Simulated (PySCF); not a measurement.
Stationary points of SnH₄

Computed with PySCF, PBE0, basis Sn def2-TZVP with ECP28, H def2-TZVP (scalar-relativistic core potentials, no spin–orbit coupling, density fitting).

Relaxations began from a few typed shapes. The search is not exhaustive: other isomers or separated fragments can lie lower, and high-lying points may rest on an excited occupation.

**Question.** Order these stationary points by electronic energy, lowest first, in kJ/mol from the lowest minimum.
A. singlet D4h: Sn–H 1.795 Å (×4); H–Sn–H 90.0° (×4), H–Sn–H 180.0° (×2)
B. singlet Td: Sn–H 1.704 Å (×4); H–Sn–H 109.5° (×6)

**Answer.** B (0.0), A (324.6).

**Question.** Which of them are minima?

**Answer.** By energy in kJ/mol, 0.0: minimum; 324.6: saddle point, 1 imaginary mode.

Counting electrons, tin keeps none of its valence electrons outside its bonds, so the VSEPR class is AX4 and the expected shape is tetrahedral (Td), as computed.
